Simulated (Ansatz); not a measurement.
Calculated with Ansatz (gas phase, PBE0-D4/def2-TZVP geometries, no zero-point term in ΔE). CBS: MP2 limit from def2 TZ/QZ plus the TZ coupled-cluster correction, frozen cores. For Mg outer-core shells are correlated without core-valence functions, which leaves a few kJ/mol of doubt a bond. Each species was taken in one conformer, which may not be the lowest.

`[CH3][Mg][O][SiH3]` + `O[B-]1(Cl)OC(C(F)(F)F)=CC(C(F)(F)F)=[O+]1` → `[CH3][Mg-]1[O]C(C(F)(F)F)=CC(C(F)(F)F)=[O+]1` + `OB(Cl)O[SiH3]`  (redistribution)

```
                                       species  CCSD/CBS(def2) energy (Eh)
                          `[CH3][Mg][O][SiH3]`                  -605.87689
   `O[B-]1(Cl)OC(C(F)(F)F)=CC(C(F)(F)F)=[O+]1`                 -1500.31167
`[CH3][Mg-]1[O]C(C(F)(F)F)=CC(C(F)(F)F)=[O+]1`                 -1179.67901
                               `OB(Cl)O[SiH3]`                  -926.56065
```

(1) Work out ΔE.

Largest T1 diagnostic among the species: 0.015.

Results:

(1) ΔE = (-1179.67901) + (-926.56065) − (-605.87689) − (-1500.31167) = -0.05110 Eh = -134.2 kJ/mol. CCSD(T)/CBS gives -128.5 kJ/mol.

Leaving LDA and LC-ωPBE aside and taking each functional with its dispersion term where it has one, the values, not all of them listed here, spread over 20.5 kJ/mol, from BHLYP-D4 to revPBE-D4. LDA lies +21.5 kJ/mol from PBE without D4. The D4 term adds +6.5 kJ/mol with B3LYP and +3.9 kJ/mol with PBE0; it sums over pairs of atoms, weighted by their polarisabilities, and B3LYP, whose exchange is more repulsive, gets the larger term.

B3LYP here is the variant with VWN-RPA as its local correlation; programs differ in this.
